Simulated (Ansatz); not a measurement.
Q: Name a neutral molecule of B, C, F, O and H with size of the dipole moment (B3LYP/def2-TZVPP) between 0.80 and 1.10 D and LUMO energy (ωB97M-V/def2-TZVPP) between 1.95 and 2.25 eV (Ansatz, PBE0-D4/def2-TZVP geometry).

A: `CCOB(C)F` (0.99 D, 2.15 eV). Other molecules can fit too; these were computed, each in one conformer that needn't be the lowest.

B3LYP here is the variant with VWN-RPA as its local correlation; programs differ in this.
